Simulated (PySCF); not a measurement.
## A survey of 19F NMR shifts

Level of theory: structure optimised with GFN2-xTB, GIAO PBE0/pcSseg-1 shieldings, in PySCF 2.14 (in vacuum, one conformer, no relativistic terms, one averaged value for each set of equivalent atoms).

Shieldings were converted by a linear fit to measured shifts: 19F: δ = 146.13 − 0.903σ +14.6 on sp3 carbon (rms 6.0 ppm, 223 shifts, 7.0 ppm with the 5 outliers that the fit left out vs CFCl3, solution or neat liquid). A few per cent of atoms miss by over 2 rms, more outside the fitted compound classes.

Q: Give the 19F shifts of `O=C=C(CF)CCCF`, `COC[C@@H](F)C1=C[C@@H]1F`, `C=C(F)[C@@H](F)[C@H](C)C=O`, `FC(F)=C(F)/P=C/C(F)(F)F`.

A: 
```json
{"compound": "[O:1]=[C:2]=[C:3]([CH2:4][F:5])[CH2:6][CH2:7][CH2:8][F:9]", "environment": "F5: fluorine on an sp3 carbon", "δ (ppm)": "-189.9"}
{"compound": "[O:1]=[C:2]=[C:3]([CH2:4][F:5])[CH2:6][CH2:7][CH2:8][F:9]", "environment": "F9: fluorine on an sp3 carbon", "δ (ppm)": "-221.8"}
{"compound": "[CH3:1][O:2][CH2:3][C@@H:4]([F:5])[C:6]1=[CH:7][C@@H:8]1[F:9]", "environment": "F9: fluorine on an sp3 carbon", "δ (ppm)": "-151.0"}
{"compound": "[CH3:1][O:2][CH2:3][C@@H:4]([F:5])[C:6]1=[CH:7][C@@H:8]1[F:9]", "environment": "F5: fluorine on an sp3 carbon", "δ (ppm)": "-209.5"}
{"compound": "[CH2:1]=[C:2]([F:3])[C@@H:4]([F:5])[C@H:6]([CH3:7])[CH:8]=[O:9]", "environment": "F3: vinylic fluorine", "δ (ppm)": "-111.2"}
{"compound": "[CH2:1]=[C:2]([F:3])[C@@H:4]([F:5])[C@H:6]([CH3:7])[CH:8]=[O:9]", "environment": "F5: fluorine on an sp3 carbon", "δ (ppm)": "-208.7"}
{"compound": "[F:1][C:2]([F:3])=[C:4]([F:5])/[P:6]=[CH:7]/[C:8]([F:9])([F:10])[F:11]", "environment": "F9/10/11: fluorine of a CF3 group (×3)", "δ (ppm)": "-62.5"}
{"compound": "[F:1][C:2]([F:3])=[C:4]([F:5])/[P:6]=[CH:7]/[C:8]([F:9])([F:10])[F:11]", "environment": "F3: vinylic fluorine", "δ (ppm)": "-78.5"}
{"compound": "[F:1][C:2]([F:3])=[C:4]([F:5])/[P:6]=[CH:7]/[C:8]([F:9])([F:10])[F:11]", "environment": "F1: vinylic fluorine", "δ (ppm)": "-106.4"}
{"compound": "[F:1][C:2]([F:3])=[C:4]([F:5])/[P:6]=[CH:7]/[C:8]([F:9])([F:10])[F:11]", "environment": "F5: vinylic fluorine", "δ (ppm)": "-175.2"}
```

Q: Order these by 19F shift, lowest first.
A. Cc1pc(F)pc(C#N)p1
B. O=C1CCCCC1(F)F
C. CS[C@@H]1C[C@@](F)(C(C)=O)O1
D. C/C=C/[P@@](C)(=S)C(F)(F)F

A: B (-114.2 ppm, fluorine of a CF2 group), C (-103.2 ppm, fluorine on an sp3 carbon), D (-75.6 ppm, fluorine of a CF3 group), A (-44.7 ppm, aryl fluorine).
